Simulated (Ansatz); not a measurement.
Species: C$_{4}$H$_{6}$O, SMILES `C=C=CCO` (charge 0, multiplicity 1).

Give a relaxed geometry from Ansatz (a quantum-chemistry and plane-wave program) with PBE0-D3(BJ)/def2-TZVP.

Several could match; the one computed here: the end point of this relaxation, one of several conformers (outside a Z-matrix the atoms follow the SMILES, hydrogens last).
Bonded distances (Å): C1–C2 1.300, C1–H6 1.085, C1–H7 1.085, C2–C3 1.302, C3–C4 1.501, C3–H8 1.088, C4–O5 1.413, C4–H9 1.093, C4–H10 1.096, O5–H11 0.961. Bond angles (°): C2–C1–H6 121.2, C2–C1–H7 121.3, H6–C1–H7 117.5, C1–C2–C3 179.0, C2–C3–C4 123.5, C2–C3–H8 119.6, C4–C3–H8 116.8, C3–C4–O5 112.0, C3–C4–H9 109.9, C3–C4–H10 109.6, O5–C4–H9 105.5, O5–C4–H10 111.8, H9–C4–H10 107.9, C4–O5–H11 107.7.
